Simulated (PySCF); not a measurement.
Computed IR spectrum (relative IR intensity) of a molecule C8H6. The structure is a stationary point at PBE-D3(BJ)/def2-SVP. Other conformers were not sampled. Calculation: PBE-D3(BJ)/def2-SVP (PySCF). Frequencies are harmonic and unscaled.

```
ν (cm⁻¹)  relative intensity
--------  ------------------
150                      7.9
433                      5.4
500                       15
696                      100
820                      9.4
853                       10
906                      5.1
935                       25
1026                     3.4
1096                      58
1218                      25
1291                      32
1502                      22
1612                      98
3140                      16
3157                     9.4
3176                      20
```

Task: Identify the compound among the candidates.
(A) C#C/C=C\C(=C)C#C
(B) C#CCC(C#C)C#C
(C) C#CC=C=CCC#C
(D) C1=CC2=CC=CC2=C1

Result: D, C1=CC2=CC=CC2=C1
